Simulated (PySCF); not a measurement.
Stepwise substitution at one centre (Ga F-Br). Gas-phase values, no solvent. Strings in code marks are SMILES.

Quantity: vertical ionisation energy (energy after one electron is removed minus that of the parent at the parent's geometry), in eV.

Case: `[F][Ga]([F])[Br]`. Geometry of `[F][Ga]([F])[Br]` (neutral, multiplicity 1, Å):

```xyz
4

F     -1.1113    -1.3983    -0.0239
Ga    -0.1003     0.0066    -0.0023
F     -0.9191     1.5312    -0.0398
Br     2.1306    -0.1395     0.0660
```

Q: Estimate the vertical ionisation energy (energy after one electron is removed minus that of the parent at the parent's geometry) that PBE0-D4/def2-TZVP (PySCF) returns for this input.

A: 11.97 eV.
